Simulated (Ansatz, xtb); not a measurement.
# C5H5N3S: 6 structures ranked

6 gas-phase structures of C5H5N3S, from a drawn sample of its isomers (lower ones may exist). Each was relaxed with GFN2-xTB; where two conformers were screened, the lower at r2SCAN-D4/def2-SVP//GFN2-xTB is listed:

A. `N#CCCc1ncns1`, a singlet
B. `CC(=S)c1ncncn1`, a singlet
C. `N#Cc1cnsc1CN`, a singlet
D. `CC(=S)c1cncnn1`, a singlet
E. `CCc1nsc(C#N)n1`, a singlet
F. `CSc1n[nH]cc1C#N`, a singlet

**Question.** Which do you expect lowest at r2SCAN-D4/def2-SVP//GFN2-xTB, and how would the others follow?

**Answer.** Calculated order at r2SCAN-D4/def2-SVP//GFN2-xTB: B (0.0), A (4.6), E (7.3), F (25.7), C (30.9), D (98.6) kJ/mol. Less than 1 kcal/mol parts A and E, so the order within that pair means little. CCSD(T)/def2-SVP + ΔMP2/def2-TZVPP after further relaxation puts A lowest instead.

Energies above the lowest of each column, in kJ/mol; the last columns are at r2SCAN-D4/def2-SVP geometries and were run for some of them only (a dash: not run or not comparable):

| structure | GFN2-xTB | HF/STO-3G | r2SCAN-D4/def2-SVP//GFN2-xTB | r2SCAN-D4/def2-SVP | CCSD(T)/def2-SVP + ΔMP2/def2-TZVPP |
| --- | --- | --- | --- | --- | --- |
| B | 0.0 | 115.6 | 0.0 | 0.0 | 44.8 |
| A | 18.7 | 2.9 | 4.6 | 1.9 | 0.0 |
| E | 16.2 | 0.0 | 7.3 | 5.0 | 12.4 |
| F | 71.9 | 22.7 | 25.7 | 26.5 | 57.8 |
| C | 91.1 | 59.8 | 30.9 | 28.8 | 26.7 |
| D | 94.2 | 198.8 | 98.6 | – | – |

CCSD(T)/def2-SVP + ΔMP2/def2-TZVPP puts A lowest of those it was run on; GFN2-xTB picks B, HF/STO-3G picks E, r2SCAN-D4/def2-SVP//GFN2-xTB picks B, r2SCAN-D4/def2-SVP picks B. CCSD(T)/def2-SVP + ΔMP2/def2-TZVPP orders those it was run on as A (0.0), E (12.4), C (26.7), B (44.8), F (57.8) kJ/mol. Flexible structures stand in one conformer each, not always the lowest. Frequencies (GFN2-xTB) were run for A, B, C, E, F alone. The ΔMP2 step shifts differences by up to 36.3 kJ/mol, which makes them less sure. ΔMP2 is the change of the MP2 energy from the smaller to the larger basis.

Over these structures GFN2-xTB departs from r2SCAN-D4/def2-SVP//GFN2-xTB by 21.6 kJ/mol on average once a common shift is removed. A GFN2-xTB relaxation took about 0.091 s and the r2SCAN-D4/def2-SVP//GFN2-xTB energy about 2.3 s on a shared host (Ansatz 0.2.0, xtb 6.7.1).
